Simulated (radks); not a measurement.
Results of a calculation; reference values are marked as such.
Coulomb parameter of the 4f shell of the thulium ion Tm2+ in the model configuration [Xe] 4f11.5 6p1.5, as a second difference U = [E(n + 1) + E(n - 1) - 2 E(n)] / (1)^2 with all orbitals relaxed. "Bare": the charge of the atom changes with n. "Screened": the 6p shell takes up the change at fixed total charge, which measures U(4f,4f) + U(6p,6p) - 2 U(4f,6p). Code: a radial shooting solver on a logarithmic mesh with Libxc functionals. Model: scalar-relativistic Kohn-Sham, SCAN, spin-unpolarised, spherical densities, finite nucleus; meta-GGA in the generalised Kohn-Sham scheme; Fermi nuclear charge, rms radius 5.2256 fm. Estimate both.

Answer. U(bare) = 19.244 eV, U(screened by 6p) = 9.809 eV, against the Slater integral F0(4f,4f) = 34.661 eV with frozen orbitals.
